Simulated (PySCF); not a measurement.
C2H7ClOSi, SMILES C[C@@H](O)[SiH2]Cl.

Geometry optimised at r2SCAN-D4/def2-SVP. The structure was generated by enumeration; whether it is a known compound was not checked. The values are those of a single conformer.

Two levels are set side by side: TDDFT-PBE/def2-SVPD (PySCF) and TDDFT-CAM-B3LYP/def2-SVPD (PySCF). Vertical, same geometry. The lowest singlet is HOMO→LUMO 100 % with PBE and HOMO→LUMO 69 %, HOMO→LUMO+1 15 % with the other functional; states are paired by order. Differences are taken from unrounded values.

```
quantity                               TDDFT-PBE
-------------------------------------  ---------
lowest singlet excitation (eV)              5.41
lowest triplet excitation (TDA) (eV)        5.23
first bright state (f over 0.05) (eV)       6.77
its oscillator strength                     0.07
```

**Question.** These are the TDDFT-PBE values. What does TDDFT-CAM-B3LYP give? (Estimate from the structure and the level; the computed values follow.)

**Answer.** 
```json
[
 {"quantity": "lowest singlet excitation (eV)", "TDDFT-CAM-B3LYP": "6.67", "TDDFT-PBE minus TDDFT-CAM-B3LYP": "-1.26"},
 {"quantity": "lowest triplet excitation (TDA) (eV)", "TDDFT-CAM-B3LYP": "6.36", "TDDFT-PBE minus TDDFT-CAM-B3LYP": "-1.14"},
 {"quantity": "first bright state (f over 0.05) (eV)", "TDDFT-CAM-B3LYP": "8.20", "TDDFT-PBE minus TDDFT-CAM-B3LYP": "-1.44"},
 {"quantity": "its oscillator strength", "TDDFT-CAM-B3LYP": "0.08", "TDDFT-PBE minus TDDFT-CAM-B3LYP": "0.00"}
]
```

Functionals without exact exchange tend to place singlet excitations lower, as here. Differences between two approximate levels are no errors against the true value.

Rough cost on one machine, each run with all the roots and properties that it gave: TDDFT-CAM-B3LYP against TDDFT-PBE about 7 times.
